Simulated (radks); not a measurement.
The numbers below are computed, except where a source is named.
Task: Radial electron density D(r) = 4 pi r^2 rho(r) of an atom or ion with 30 electrons. Level of theory: Dirac Kohn-Sham, LDA (Slater exchange, Perdew-Wang correlation), spin-unpolarised, spherical densities, point nucleus (a radial shooting solver on a logarithmic mesh with Libxc functionals).

r (bohr)  D(r) (e/bohr)
0.007516          9.075
0.009866          13.41
0.01295           18.97
0.017             25.36
0.02231           31.54
0.02929           35.80
0.03844           36.52
0.05045           33.61
0.06623           29.93
0.08693           30.18
0.1141            36.02
0.151             41.76
0.1982            38.34
0.2601            26.95
0.3414            19.57
0.4481            21.89
0.5882            24.47
0.7721            19.37
1.013             10.87
1.33              5.028
1.746             2.469
2.31              1.362
3.032            0.7034
3.98             0.2694
5.224           0.06517
6.857          0.008568
9.001         0.0005207

What is the nuclear charge?

Result: Z = 30. The innermost maximum, from 1s, lies near gamma/Z bohr with gamma = sqrt(1 - (Z/c)^2) = 0.976, here 0.0325 bohr (found: 0.0352), and its height grows with Z. The density is that of neutral zinc in [Ar] 3d10 4s2; the configuration itself is not fixed sharply by these data, and Z only to about a unit. D(r) has 3 maxima, at r = 0.0352, 0.160, 0.570 bohr, and minima at 0.0753, 0.358 bohr, inside which lie 2.10, 10.89 electrons.
